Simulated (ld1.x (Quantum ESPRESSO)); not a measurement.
# What one change does to a pseudopotential (silver (Ag), PAW)

Ag, PAW, made with ld1.x (Quantum ESPRESSO) 7.5 (LDA (PZ), scalar-relativistic). Core [Ar] 3d10 4s2, reference 4p6 4d9 5s0 5p0 (charge +2). Waves: 5s (bound, empty): rcut 1.85, rcutus 2.45 bohr; 5s channel at 1.5 Ry: rcut 1.85, rcutus 2.45 bohr; 4p (bound): rcut 1.35, rcutus 1.60 bohr; 5p (bound, empty): rcut 1.35, rcutus 1.60 bohr; 4d (bound): rcut 1.75, rcutus 2.10 bohr; 4d channel at 1.4 Ry: rcut 1.75, rcutus 2.10 bohr. Local part: all-electron potential smoothed inside 1.65 bohr (lloc = -1). Core correction: a·sin(br)/r model core inside 0.80 bohr. Augmentation charge: GAUSS, radius 1.30 bohr.

All-electron outer shells of the reference configuration (LDA (PZ), scalar-relativistic, ld1.x):

```tsv
shell	level (eV)	outermost node (bohr)	outermost maximum (bohr)
4s	-117.65	0.44	0.82
4p	-81.10	0.44	0.87
4d	-29.15	0.43	1.03
5s	-21.13	1.09	2.20
5p	-14.48	1.22	2.62
```

Change: local potential all-electron potential smoothed inside 1.75 bohr (lloc = -1).

Cutoffs: the cutoffs (Ry, on a coarse ladder) from which the occupation-weighted sum of valence levels, in a spherical-Bessel basis at the reference potential, stays within 10 and 1 mRy of its value at 400 Ry; they do not see the model core or the augmentation charge, which bear on the density cutoff. Errors are all-electron minus pseudo energies relative to the spin-unpolarised reference configuration.

What does the change do?

The potential gets neither clearly harder nor softer (35 Ry and 60 Ry → 35 Ry and 60 Ry); both files keep a bound ghost (s); the number of tests with a reliable result goes from 9 to 0 (the test run of the changed file stopped, so its transferability is not established).

```tsv
quantity	base	changed
cutoff, loose	35 Ry	35 Ry
cutoff, tight	60 Ry	60 Ry
bound ghosts	s	s
tests with a reliable result	9 of 9	0 of 9 (the test run stopped)
s: phases at 2.63 bohr within 0.05 rad from the reference energy up to (Ry; the scan ends near 5)	3.8	3.9
p: phases at 2.63 bohr within 0.05 rad from the reference energy up to (Ry; the scan ends near 5)	2.9	3.7
d: phases at 2.63 bohr within 0.05 rad from the reference energy up to (Ry; the scan ends near 5)	4.7	4.2
lowest overlap eigenvalue by channel	s 0.43, p 0.11, d 0.79	s 0.48, p 0.12, d 0.80
```

 A true bound ghost makes a file unfit for plane-wave use even where its test errors are small: the radial tests pick states by their node count and pass the ghost by.
